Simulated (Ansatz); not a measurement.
An input meant for `Sc1ccc(Sc2ccccc2)cc1` (charge 0, singlet).

```yaml
crystal:
  periodic: [true, true, true]
  atoms:
    - {symbol: S, position_ang: [5.054235, 1.246010, 0.576013]}
    - {symbol: C, position_ang: [3.524394, 0.449532, 0.159577]}
    - {symbol: C, position_ang: [2.450374, 1.117563, -0.469325]}
    - {symbol: C, position_ang: [1.271445, 0.433069, -0.779060]}
    - {symbol: C, position_ang: [1.123664, -0.927224, -0.438311]}
    - {symbol: S, position_ang: [-0.327254, -1.863220, -0.878907]}
    - {symbol: C, position_ang: [-1.670106, -0.823022, -0.332260]}
    - {symbol: C, position_ang: [-2.881281, -0.900863, -1.051104]}
    - {symbol: C, position_ang: [-3.995566, -0.160238, -0.630976]}
    - {symbol: C, position_ang: [-3.908762, 0.678393, 0.491580]}
    - {symbol: C, position_ang: [-2.698982, 0.759747, 1.201743]}
    - {symbol: C, position_ang: [-1.585557, 0.006634, 0.804972]}
    - {symbol: C, position_ang: [2.189957, -1.591917, 0.198839]}
    - {symbol: C, position_ang: [3.382269, -0.916010, 0.484619]}
    - {symbol: H, position_ang: [4.718617, 2.476868, 0.100557]}
    - {symbol: H, position_ang: [2.541886, 2.181899, -0.736036]}
    - {symbol: H, position_ang: [0.450870, 0.962414, -1.285948]}
    - {symbol: H, position_ang: [-2.941485, -1.538815, -1.946506]}
    - {symbol: H, position_ang: [-4.936615, -0.229567, -1.198715]}
    - {symbol: H, position_ang: [-4.780339, 1.268922, 0.811748]}
    - {symbol: H, position_ang: [-2.621827, 1.409616, 2.087472]}
    - {symbol: H, position_ang: [-0.646143, 0.063552, 1.374720]}
    - {symbol: H, position_ang: [2.079250, -2.650974, 0.476461]}
    - {symbol: H, position_ang: [4.206926, -1.452396, 0.978828]}
basis:
  gaussian: {orbitals: aug-cc-pVDZ}
magnetization: {spin_polarized: true, initial_magnetization: 0}
hamiltonian: {xc: {name: wPBEh}, pseudopotentials: {relativity: scalar}}
scf: {omitted_lower_state_checks: [starts]}
output: {forces: true}
```

```sh
$ ansatz run in.yaml --threads 4 --pin off --events-out ev --progress --plain --max-ram 9574MiB
```

Output, abridged:

```
Error: YAML parse error: error: line 2 column 3: crystal: missing field `lattice` (a structure is typed as `lattice` and `atoms`, a molecule's as `atoms` in Å alone, or read from a run's directory, `checkpoint`)
 --> <input>:2:3
1 | crystal:
2 |   periodic: [true, true, true]
3 |   atoms:
4 |     - {symbol: S, position_ang: [5.054235, 1.246010, 0.576013]}
```

In this input the species is marked periodic without a cell. The program refused the input.
